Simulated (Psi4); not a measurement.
Calculation: SAPT0/jun-cc-pVDZ, frozen core (Psi4 1.11).

Psi4 input:

```
molecule {
0 1
N 0.00014235 -0.00049881 0.27907077
H 0.91083356 -0.24314541 -0.09392394
H -0.66620368 -0.66702320 -0.09387476
H -0.24477222 0.91066743 -0.09127207
--
0 1
F -0.00871851 -0.00374830 2.82799516
H -0.00456871 -0.00275413 1.90352682
units angstrom
symmetry c1
no_reorient
no_com
}
set basis jun-cc-pvdz
set scf_type df
set freeze_core true
energy('sapt0')
```

Part of the output:

```
    SAPT Results
  --------------------------------------------------------------------------------------------------------
    Electrostatics                -40.89355882 [mEh]     -25.66109558 [kcal/mol]    -107.36602390 [kJ/mol]
      Elst10,r                    -40.89355882 [mEh]     -25.66109558 [kcal/mol]    -107.36602390 [kJ/mol]

    Exchange                       43.66398718 [mEh]      27.39956562 [kcal/mol]     114.63978255 [kJ/mol]
      Exch10                       43.66398718 [mEh]      27.39956562 [kcal/mol]     114.63978255 [kJ/mol]
      Exch10(S^2)                  42.58489470 [mEh]      26.72242486 [kcal/mol]     111.80662562 [kJ/mol]

    Induction                     -17.94566472 [mEh]     -11.26107463 [kcal/mol]     -47.11633624 [kJ/mol]
      Ind20,r                     -26.14054177 [mEh]     -16.40343761 [kcal/mol]     -68.63198296 [kJ/mol]
      Exch-Ind20,r                 15.10651668 [mEh]       9.47948233 [kcal/mol]      39.66215407 [kJ/mol]
      delta HF,r (2)               -6.91163963 [mEh]      -4.33711935 [kcal/mol]     -18.14650735 [kJ/mol]

    Dispersion                     -5.21789402 [mEh]      -3.27427793 [kcal/mol]     -13.69957887 [kJ/mol]
      Disp20                       -7.11104783 [mEh]      -4.46224988 [kcal/mol]     -18.67005351 [kJ/mol]
      Exch-Disp20                   1.89315381 [mEh]       1.18797195 [kcal/mol]       4.97047465 [kJ/mol]
      Disp20 (SS)                  -3.55552392 [mEh]      -2.23112494 [kcal/mol]      -9.33502676 [kJ/mol]
      Disp20 (OS)                  -3.55552392 [mEh]      -2.23112494 [kcal/mol]      -9.33502676 [kJ/mol]
      Exch-Disp20 (SS)              1.14958813 [mEh]       0.72137744 [kcal/mol]       3.01824323 [kJ/mol]
      Exch-Disp20 (OS)              0.74356568 [mEh]       0.46659451 [kcal/mol]       1.95223142 [kJ/mol]

  Total HF                        -15.17523636 [mEh]      -9.52260459 [kcal/mol]     -39.84257758 [kJ/mol]
  Total SAPT0                     -20.39313039 [mEh]     -12.79688252 [kcal/mol]     -53.54215645 [kJ/mol]
```
